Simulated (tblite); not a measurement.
Compound: C₈H₁₄AlN.
Atom-mapped SMILES: `[CH:1]#[C:2][C:3]1([AlH:4][N:5]([CH3:6])[CH3:7])[CH2:8][CH2:9][CH2:10]1` (hydrogens: H11 on C1; H12 on Al4; H13, H14, H15 on C6; H16, H17, H18 on C7; H19, H20 on C8; H21, H22 on C9; H23, H24 on C10)

Computed with GFN2-xTB (tblite), gas phase: L-BFGS steps from a force-field or distance-geometry start until the largest atomic force falls under 0.01 eV/Å.

Step 175: E = -766.6049 eV
```
atom  x, y, z in Å  |  force x, y, z in eV/Å
C1     -1.4378    2.7747   -0.3075    0.004   0.038   0.023
C2     -1.2926    1.5854   -0.3758    0.009  -0.070   0.021
C3     -1.1843    0.1503   -0.4112   -0.004  -0.041   0.011
Al4     0.7244   -0.4933   -0.6526   -0.013   0.032  -0.042
N5      2.1060    0.0165    0.3726   -0.036  -0.006   0.030
C6      3.4669   -0.4321    0.1467    0.021  -0.005  -0.013
C7      1.9869    0.9005    1.5199    0.000   0.015   0.040
C8     -2.0562   -0.5543   -1.4869   -0.033  -0.027  -0.009
C9     -2.6310   -1.4657   -0.3963    0.006   0.001  -0.002
C10    -2.0272   -0.5668    0.6875   -0.012  -0.004   0.004
H11    -1.5317    3.8174   -0.2502    0.001   0.034  -0.023
H12     0.9758   -1.4929   -1.7993    0.002   0.000   0.005
H13     3.8562   -0.9836    1.0113   -0.009   0.000  -0.005
H14     3.4806   -1.0921   -0.7244   -0.027   0.005   0.015
H15     4.1373    0.4137   -0.0468    0.002   0.004   0.003
H16     2.6098    1.7944    1.4004    0.011  -0.003  -0.018
H17     0.9457    1.2177    1.6180    0.016  -0.025  -0.014
H18     2.2928    0.3960    2.4452   -0.007   0.004  -0.016
H19    -2.7957    0.1035   -1.9430    0.001  -0.002   0.015
H20    -1.5013   -1.0658   -2.2836    0.006  -0.007   0.026
H21    -2.1873   -2.4624   -0.4059    0.018   0.031  -0.014
H22    -3.7168   -1.5663   -0.3807    0.040   0.018  -0.003
H23    -1.4710   -1.0733    1.4796   -0.004   0.010  -0.017
H24    -2.7613    0.0983    1.1447    0.008  -0.003  -0.016
```

Step 176: E = -766.6055 eV
```
atom  x, y, z in Å  |  force x, y, z in eV/Å
C1     -1.4531    2.7788   -0.3069    0.011   0.013   0.025
C2     -1.3019    1.5898   -0.3711    0.009  -0.047   0.023
C3     -1.1867    0.1551   -0.4061   -0.037  -0.035   0.005
Al4     0.7210   -0.4858   -0.6509    0.011   0.039  -0.029
N5      2.1051    0.0185    0.3741   -0.035  -0.012   0.031
C6      3.4618   -0.4456    0.1496   -0.002  -0.006  -0.018
C7      1.9945    0.9095    1.5174    0.012   0.009   0.015
C8     -2.0524   -0.5525   -1.4858   -0.020  -0.005  -0.004
C9     -2.6233   -1.4698   -0.3987    0.020   0.013  -0.003
C10    -2.0299   -0.5681    0.6884   -0.011  -0.004   0.012
H11    -1.5494    3.8216   -0.2506   -0.002   0.027  -0.024
H12     0.9741   -1.4780   -1.8028    0.000  -0.007  -0.001
H13     3.8429   -1.0046    1.0129   -0.006   0.008  -0.005
H14     3.4675   -1.1038   -0.7232   -0.024   0.007   0.020
H15     4.1423    0.3924   -0.0423    0.000   0.003   0.008
H16     2.6273    1.7950    1.3916    0.018   0.010  -0.011
H17     0.9573    1.2394    1.6131    0.009  -0.031  -0.013
H18     2.2952    0.4071    2.4451   -0.008  -0.001  -0.008
H19    -2.7948    0.1024   -1.9414    0.001  -0.003   0.011
H20    -1.4910   -1.0575   -2.2823   -0.004  -0.010   0.022
H21    -2.1674   -2.4606   -0.4090    0.009   0.011  -0.010
H22    -3.7076   -1.5810   -0.3867    0.032   0.012  -0.003
H23    -1.4738   -1.0736    1.4810    0.004   0.010  -0.010
H24    -2.7695    0.0910    1.1461    0.011  -0.002  -0.031
```

Step 177: E = -766.6062 eV
```
atom  x, y, z in Å  |  force x, y, z in eV/Å
C1     -1.4659    2.7850   -0.3016    0.018  -0.018   0.026
C2     -1.3099    1.5960   -0.3643    0.005  -0.001   0.018
C3     -1.1890    0.1616   -0.4029   -0.058  -0.018  -0.002
Al4     0.7172   -0.4793   -0.6529    0.029   0.039  -0.016
N5      2.1021    0.0170    0.3754   -0.021  -0.007   0.031
C6      3.4551   -0.4621    0.1550   -0.033  -0.006  -0.017
C7      1.9978    0.9192    1.5116    0.019  -0.005  -0.019
C8     -2.0507   -0.5477   -1.4855   -0.012   0.007   0.007
C9     -2.6095   -1.4756   -0.4007    0.022   0.012  -0.009
C10    -2.0291   -0.5688    0.6890   -0.007  -0.006   0.013
H11    -1.5651    3.8281   -0.2445   -0.001   0.000  -0.025
H12     0.9706   -1.4661   -1.8095   -0.003  -0.006  -0.002
H13     3.8288   -1.0209    1.0215   -0.003   0.010  -0.004
H14     3.4541   -1.1251   -0.7146   -0.022   0.014   0.028
H15     4.1445    0.3676   -0.0410   -0.004   0.002   0.011
H16     2.6432    1.7945    1.3785    0.016   0.011   0.002
H17     0.9647    1.2641    1.5990    0.015  -0.038  -0.009
H18     2.2881    0.4204    2.4445   -0.007   0.006  -0.009
H19    -2.8004    0.1038   -1.9352    0.015  -0.021   0.014
H20    -1.4841   -1.0431   -2.2849   -0.024  -0.004   0.024
H21    -2.1355   -2.4584   -0.4139   -0.008   0.018  -0.009
H22    -3.6922   -1.6038   -0.3892    0.044   0.008  -0.006
H23    -1.4704   -1.0696    1.4828    0.003   0.011  -0.005
H24    -2.7762    0.0831    1.1451    0.018  -0.007  -0.041
```

Step 178: E = -766.6068 eV
```
atom  x, y, z in Å  |  force x, y, z in eV/Å
C1     -1.4744    2.7890   -0.2995    0.021  -0.051   0.024
C2     -1.3173    1.5994   -0.3576    0.002   0.050   0.007
C3     -1.1917    0.1655   -0.3979   -0.046   0.010  -0.006
Al4     0.7144   -0.4721   -0.6544    0.034   0.033  -0.002
N5      2.0984    0.0157    0.3789   -0.008  -0.002   0.011
C6      3.4483   -0.4718    0.1564   -0.051  -0.008  -0.010
C7      2.0022    0.9246    1.5102    0.020  -0.009  -0.047
C8     -2.0465   -0.5464   -1.4842    0.012   0.030   0.015
C9     -2.6006   -1.4784   -0.4023    0.021   0.014  -0.001
C10    -2.0304   -0.5702    0.6906    0.011  -0.003   0.005
H11    -1.5759    3.8326   -0.2461    0.001  -0.023  -0.021
H12     0.9684   -1.4533   -1.8160   -0.006  -0.002  -0.001
H13     3.8193   -1.0301    1.0239    0.007   0.004   0.005
H14     3.4397   -1.1380   -0.7104   -0.015   0.012   0.020
H15     4.1427    0.3525   -0.0438   -0.004   0.004   0.009
H16     2.6569    1.7919    1.3718    0.016   0.016   0.011
H17     0.9727    1.2796    1.5923    0.000  -0.028   0.002
H18     2.2853    0.4276    2.4454    0.000   0.001   0.009
H19    -2.7983    0.1013   -1.9345    0.007  -0.017   0.001
H20    -1.4726   -1.0379   -2.2807   -0.031  -0.003   0.006
H21    -2.1189   -2.4559   -0.4161    0.003  -0.026  -0.006
H22    -3.6808   -1.6132   -0.3938   -0.011  -0.009  -0.005
H23    -1.4700   -1.0684    1.4839    0.007   0.003   0.013
H24    -2.7826    0.0758    1.1456    0.010   0.004  -0.036
```

Q: Estimate the geometry and energy of step 179. (The exact step hangs on the optimiser's Hessian estimate; all steps are aligned on step 178, rigid shifts and turns removed.)

A: E = -766.6073 eV, largest force 0.070 eV/Å
```
atom  x, y, z in Å  |  force x, y, z in eV/Å
C1     -1.4748    2.7953   -0.2882    0.018  -0.052   0.022
C2     -1.3198    1.6055   -0.3509   -0.002   0.070  -0.001
C3     -1.1943    0.1720   -0.3977   -0.015   0.025  -0.007
Al4     0.7108   -0.4694   -0.6620    0.022   0.025   0.001
N5      2.0933    0.0101    0.3766    0.022  -0.002  -0.004
C6      3.4426   -0.4858    0.1646   -0.051   0.004   0.018
C7      1.9972    0.9309    1.4981    0.015  -0.010  -0.043
C8     -2.0488   -0.5394   -1.4836    0.007   0.009   0.026
C9     -2.5828   -1.4853   -0.4024   -0.001  -0.017  -0.015
C10    -2.0264   -0.5694    0.6910    0.016  -0.007  -0.008
H11    -1.5763    3.8392   -0.2311    0.004  -0.039  -0.020
H12     0.9606   -1.4474   -1.8281   -0.007   0.005   0.005
H13     3.8069   -1.0359    1.0408    0.004   0.008  -0.010
H14     3.4352   -1.1611   -0.6945   -0.017   0.004   0.010
H15     4.1423    0.3334   -0.0411   -0.017  -0.006   0.012
H16     2.6621    1.7902    1.3559    0.008   0.007   0.019
H17     0.9703    1.2966    1.5665    0.007  -0.026   0.010
H18     2.2666    0.4399    2.4410    0.001   0.013  -0.004
H19    -2.8115    0.1047   -1.9225    0.022  -0.040   0.009
H20    -1.4746   -1.0196   -2.2877   -0.052   0.011   0.014
H21    -2.0790   -2.4538   -0.4197   -0.023   0.023  -0.011
H22    -3.6612   -1.6433   -0.3909    0.032  -0.006  -0.008
H23    -1.4623   -1.0580    1.4877   -0.001   0.002   0.014
H24    -2.7875    0.0704    1.1399    0.008   0.000  -0.030
```

The energy changes by -0.0005 eV. The first-order estimate −F·Δx gives -0.0009 eV and the mean of the old and new forces, exact on a quadratic surface, -0.0005 eV. The step makes an angle of 87° with the force vector and moves no atom by more than 0.040 Å.

The cost below is that of the whole relaxation. On Arm Neoverse N1, one thread, no GPU (shared host), this took 3.9 s wall.
